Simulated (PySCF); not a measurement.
ClSn, doublet, at a GFN2-xTB geometry (such geometries of metal compounds can be far from the true shape) (core potentials on Sn). Base run: DF-B3LYP/def2-TZVP (PySCF).

Here is a job for PySCF.
```python
from pyscf import gto, scf, dft

mol = gto.Mole()
mol.atom = '''
    Sn   -0.00000000   -0.00000000   -0.60000371
    Cl    0.00000000    0.00000000    1.76471678
'''
mol.basis = 'def2-tzvp'
mol.ecp = {'Sn': 'def2-tzvp'}
mol.spin = 1
mol.verbose = 4
mol.build()

mf = dft.UKS(mol)
mf.xc = 'b3lyp'
mf = mf.density_fit(auxbasis='def2-universal-jkfit')
mf.kernel()
```

The base run was repeated with changes; each row names its change, and settings that it needs were set with it.

```json
[
 {"change": "base", "basis functions": "87", "E (Eh)": "-674.63740", "HOMO (eV)": "-4.68", "dipole (D)": "2.59"},
 {"change": "basis = LANL2DZ", "basis functions": "___", "E (Eh)": "___", "HOMO (eV)": "___", "dipole (D)": "___"},
 {"change": "basis = def2-SVP", "basis functions": "44", "E (Eh)": "-674.46739", "HOMO (eV)": "-4.52", "dipole (D)": "2.35"},
 {"change": "basis = def2-SV(P)", "basis functions": "44", "E (Eh)": "-674.46739", "HOMO (eV)": "-4.52", "dipole (D)": "2.35"},
 {"change": "basis = def2-SVPD", "basis functions": "___", "E (Eh)": "___", "HOMO (eV)": "___", "dipole (D)": "___"},
 {"change": "basis = def2-TZVPP", "basis functions": "92", "E (Eh)": "-674.63743", "HOMO (eV)": "-4.68", "dipole (D)": "2.59"},
 {"change": "basis = def2-TZVPD", "basis functions": "102", "E (Eh)": "-674.63851", "HOMO (eV)": "-4.72", "dipole (D)": "2.59"},
 {"change": "basis = def2-QZVP", "basis functions": "152", "E (Eh)": "-674.65376", "HOMO (eV)": "-4.72", "dipole (D)": "2.59"},
 {"change": "basis = def2-QZVPP", "basis functions": "152", "E (Eh)": "-674.65376", "HOMO (eV)": "-4.72", "dipole (D)": "2.59"}
]
```

Question: Fill in the missing entries.

Answer: 
- basis = LANL2DZ, basis functions: 16
- basis = LANL2DZ, E (Eh): -18.34128
- basis = LANL2DZ, HOMO (eV): -4.82
- basis = LANL2DZ, dipole (D): 3.20
- basis = def2-SVPD, basis functions: 59
- basis = def2-SVPD, E (Eh): -674.47894
- basis = def2-SVPD, HOMO (eV): -4.71
- basis = def2-SVPD, dipole (D): 2.66

Totals compare only among sets that treat the same electrons; sets with core potentials leave the core out.

Open shells are given as the SCF converged; they aren't shown to be the lowest states, and a large step between rows can be another state.
